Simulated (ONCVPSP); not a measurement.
nickel, ONCV: configuration errors across variants

- Element: Ni
- Generator: ONCVPSP 4.0.1
- Type: optimised norm-conserving Vanderbilt (ONCV)
- Functional: PBE
- Relativity: scalar-relativistic
- Frozen core: [Ne]
- Valence charge: 18
- Reference configuration: 3s2 3p6 3d8 4s2
- Partial waves: 3s+4s: rc 1.10 bohr, ncon 3, nbas 7, qcut 12.9 1/bohr, 2 projectors; 3p: rc 1.10 bohr, ncon 4, nbas 9, qcut 9.8 1/bohr, 2 projectors, debl 0.7 Ha; 3d: rc 0.75 bohr, ncon 5, nbas 10, qcut 14 1/bohr, 2 projectors, debl 3.6 Ha
- Local potential: polynomial inside 0.70 bohr (lpopt 5, dvloc0 2 Ha)
- Core correction: none

In the p channel the program set the typed energies aside and used -2.623, 0.250 Ha.

All-electron excitation energies from the reference (eV): (1) 3s2 3p6 3d8 4s1 9.323; (2) 3s2 3p6 3d8 4s0 26.674; (3) 3s2 3p6 3d7 4s0 64.140; (4) 3s2 3p6 3d8.5 4s1.5 -1.183.

Errors AE − PS in meV (a dash: test not solved or not reliable):

```json
{"change": "base", "(1)": "-0.4", "(2)": "-0.2", "(3)": "-2.9", "(4)": "-0.4", "bound ghosts": "none", "GHOST(+) flags above zero": "none"}
{"change": "d: qcut 8.3", "(1)": "-0.3", "(2)": "+0.2", "(3)": "-2.4", "(4)": "-0.3", "bound ghosts": "none", "GHOST(+) flags above zero": "d"}
{"change": "d: qcut 10.6", "(1)": "-0.3", "(2)": "+0.1", "(3)": "-2.6", "(4)": "-0.4", "bound ghosts": "none", "GHOST(+) flags above zero": "d"}
{"change": "d: qcut 14.3", "(1)": "-0.4", "(2)": "-0.3", "(3)": "-2.9", "(4)": "-0.4", "bound ghosts": "none", "GHOST(+) flags above zero": "none"}
{"change": "d: qcut 15.5", "(1)": "-0.4", "(2)": "-0.3", "(3)": "-3.1", "(4)": "-0.5", "bound ghosts": "none", "GHOST(+) flags above zero": "none"}
{"change": "d: qcut 16.9", "(1)": "-0.4", "(2)": "-0.4", "(3)": "-3.2", "(4)": "-0.5", "bound ghosts": "none", "GHOST(+) flags above zero": "none"}
{"change": "d: qcut 19.2", "(1)": "-0.4", "(2)": "-0.5", "(3)": "-3.3", "(4)": "-0.4", "bound ghosts": "none", "GHOST(+) flags above zero": "none"}
{"change": "d: qcut 21.2", "(1)": "-0.4", "(2)": "-0.5", "(3)": "-3.5", "(4)": "-0.4", "bound ghosts": "none", "GHOST(+) flags above zero": "none"}
```

Problem. Give the same row for: d: qcut 12.6.

Solution. -0.4, -0.1, -2.8, -0.4; bound ghosts: none; GHOST(+) flags above zero: none.
